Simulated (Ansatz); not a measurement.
GenHm: PBE-D4/def2-TZVP single points in Ansatz on relaxed structures, gas phase. Each cluster is the lowest isomer that a short search found in that spin, judged at the geometry's level, and lower ones may exist. HOMO and LUMO are taken over both spins. Binding counts from free atoms in the multiplicity of their measured ground term, without zero-point energy. Singlets are spin-restricted. The spins of the ions were chosen, not always searched. A dash marks a value that wasn't run or was left out as unsound. The structures are stationary points that may keep the symmetry of their start. Remarks come from the PBE and PBE0 runs and from stability tests at other levels; not every state was tested. HOMO above LUMO (over both spins in singlets and doublets, within one spin in higher multiplets; at PBE or PBE0), or a gap under 0.15 eV within one spin, warns that the state may not be the lowest or that an electron is smeared out.

| species | atoms | state | geometry | HOMO (eV) | LUMO (eV) | gap (eV) | vertical IE (eV) | binding per atom (eV) | lowest of the spins relaxed | point group (within 0.1 Å) | remarks |
| --- | --- | --- | --- | --- | --- | --- | --- | --- | --- | --- | --- |
| Ge3H | 4 | doublet; oxidised ion triplet | PBE0-D4/def2-SVP | -5.48 | -4.68 | 0.80 | 8.13 | 2.47 | doublet, of doublet/quartet | C2v | – |
| Ge2H2 | 4 | singlet | r2SCAN-D4/def2-TZVP | -4.83 | -2.64 | 2.19 | 7.75 | 2.33 | singlet, of singlet/triplet/quintet | C2v | gap within one spin near zero at PBE or PBE0 (triplet) |
| Ge2H3 | 5 | doublet; oxidised ion singlet | r2SCAN-D4/def2-TZVP | -5.45 | -4.50 | 0.96 | – | 2.27 | doublet, of doublet/quartet | Cs | restricted SCF unstable in HF (+1 singlet) |
| Ge2H4 | 6 | singlet | r2SCAN-D4/def2-TZVP | -5.94 | -2.85 | 3.10 | 8.88 | 2.39 | – | – | – |
| Ge5H3 | 8 | doublet; oxidised ion singlet | PBE0-D4/def2-SVP | -4.78 | -4.11 | 0.67 | 7.08 | 2.77 | – | – | – |
| Ge4H5 | 9 | doublet; oxidised ion singlet | r2SCAN-D4/def2-SVP | -5.18 | -4.28 | 0.90 | 7.61 | 2.59 | – | Cs | – |
| Ge4H6 | 10 | singlet | PBE-D4/def2-SVP | -5.82 | -3.18 | 2.65 | 8.26 | 2.67 | – | C2v | restricted SCF unstable in HF |
| Ge6H8 | 14 | singlet | PBE0-D4/def2-SVP | -5.38 | -3.17 | 2.21 | 7.48 | 2.69 | – | – | restricted SCF unstable in HF |

The gap (eV) runs from 0.67 (Ge5H3) to 3.10 (Ge2H4). The vertical IE (eV) runs from 7.08 (Ge5H3) to 8.88 (Ge2H4). The binding per atom (eV) runs from 2.27 (Ge2H3) to 2.77 (Ge5H3).
